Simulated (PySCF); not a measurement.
From one molecule to another.

First species: C₅H₄O.
Structure used (PBE0-D3(BJ)/def2-SVP), in Å, numbered top down from 1:
```
atom  x, y, z in Å
C1    -2.4215   -0.0606    0.0078
C2    -0.9728   -0.1465   -0.0569
C3     0.2395   -0.2117   -0.1093
C4     1.6537   -0.3041   -0.1739
C5     2.4402    0.7504    0.0121
O6     3.1370    1.6607    0.1719
H7    -2.8367   -0.7888    0.7226
H8    -2.8842   -0.2491   -0.9741
H9    -2.7353    0.9425    0.3366
H10    2.1639   -1.2518   -0.3805
```

Second species: 2-butoxyethanol, C6H14O2.
SMILES: `CCCCOCCO`

Levels: B3LYP/def2-SVPD for HOMO energy, LUMO energy, HOMO–LUMO gap and static isotropic polarisability; TDDFT B3LYP/def2-SVPD for lowest singlet excitation; TDA B3LYP/def2-SVPD for lowest triplet excitation (Tamm–Dancoff); ΔSCF B3LYP/def2-SVPD for vertical ionisation energy. Geometries: PBE0-D3(BJ)/def2-SVP. Each species is one conformer at its optimised geometry, gas phase, non-relativistic unless stated; the electronic structure was computed with PySCF and density fitting.

Which of the two has the higher S1 energy, and by how much?

The second: 6.96 eV against 3.12 eV, a difference of 3.84 eV.

Which has the higher HOMO–LUMO gap?

The second: 7.82 eV against 4.53 eV, a difference of 3.29 eV.

Which has the higher vertical ionisation energy?

The second: 9.54 eV against 8.37 eV, a difference of 1.17 eV.

Which has the higher LUMO energy?

The second: 0.36 eV against -1.60 eV, a difference of 1.96 eV.

Which has the higher T1 energy?

The second: 6.84 eV against 2.83 eV, a difference of 4.01 eV.

Which has the higher static isotropic polarisability?

The second: 86.8 au against 67.2 au, a difference of 19.6 au.

Which of the two has the higher HOMO energy, and by how much?

The first: -6.13 eV against -7.46 eV, a difference of 1.33 eV.

On the first: S1 lies 1.41 eV below the HOMO–LUMO gap; its leading configuration is HOMO→LUMO, weight 0.98. The 10 singlets span 3.12 to 6.84 eV, and their oscillator strengths add up to 0.36.

On the second: The vertical singlet–triplet gap S1 − T1 is 0.12 eV (TDDFT singlet less Tamm–Dancoff triplet; S1: HOMO→LUMO, weight 0.75; T1: HOMO→LUMO, weight 0.55, beside HOMO→LUMO+1, weight 0.33). No computed singlet falls in the visible range (750 to 380 nm, 1.65 to 3.26 eV); S1 lies 3.70 eV above its blue end.
